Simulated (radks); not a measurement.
Task: Numerical settings for the indium ion In+, [Kr] 4d10 5s2. Calculated with a radial shooting solver on a logarithmic mesh with Libxc functionals: scalar-relativistic Kohn-Sham, PBE, spin-polarised, spherical densities, point nucleus. The defaults (mesh step 0.008 in ln r, mesh end at 40 bohr or more with all orbitals vanishing there, Anderson mixing 0.5 over 9 steps, residual threshold near 1e-9 with the energy settled to 1e-9 hartree or 1e-11 of itself, here a cap of 67 iterations) give E = -5881.4389 hartree and 5s at -14.925 eV in 13 iterations. Run on one thread of a shared host, so times are rough (Arm Neoverse V2): 0.2 s of CPU time, 0.2 s wall, 13 iterations on 2602 mesh points. One setting is changed at a time: mesh step in ln r 0.03; mesh step in ln r 0.08; mesh step in ln r 0.003; mesh end (bohr) 1; mesh end (bohr) 8; residual threshold 0.1; residual threshold 1e-05; mixing 2.5; linear mixing, mixing 0.05; linear mixing, mixing 0.2; mixing history 2; iteration cap 8. Which runs fail to converge, and which converge to a wrong energy?

Result: Not converged within the cap: mesh step in ln r 0.08; linear mixing, mixing 0.05; linear mixing, mixing 0.2; iteration cap 8. Settled on a wrong energy, with an occupied level pushed above zero by the early mesh end: mesh end (bohr) 1 (+214 hartree). Apart from these: no run marked as converged misses the energy by more than 1 mhartree.
